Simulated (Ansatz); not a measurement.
Au2F2⁻ (the lowest doublet isomer of a short search). Charge -1, multiplicity 2. Geometry r2SCAN-D4/def2-TZVPD, basis def2-TZVPD, Ansatz.

```csv
atom,x (Å),y (Å),z (Å)
Au1,-0.5502,1.1167,0.0392
Au2,0.5513,-1.1159,-0.0406
F3,-1.9986,2.4998,-0.1661
F4,1.9976,-2.5007,0.1675
```

```tsv
run	HOMO (eV)	LUMO (eV)
A	-5.27	2.16
B	-5.15	3.65
C	-1.89	-0.86
D	-2.84	-0.13
E	-1.59	-0.98
F	-2.40	-0.54
```

In the def2 sets Au takes a core potential; there is no spin–orbit coupling. LC-ωPBE has ω = 0.4 bohr⁻¹. The structure comes from a short search, and lower isomers may exist.

HOMO and LUMO are taken over both spins.

Problem. The runs used HF, LC-ωPBE, PBE, PBE0, r2SCAN, r2SCANh. Estimate which is which.

Solution. A LC-ωPBE (range-separated); B HF (100 % exact exchange); C r2SCAN (0 % exact exchange); D PBE0 (25 % exact exchange); E PBE (0 % exact exchange); F r2SCANh (10 % exact exchange). Exact exchange lowers occupied and raises empty levels; among semilocal functionals meta-GGAs tend to open the gap a little, and such runs are hard to tell apart. The gap grows from 0.61 eV (PBE) to 8.80 eV (HF).
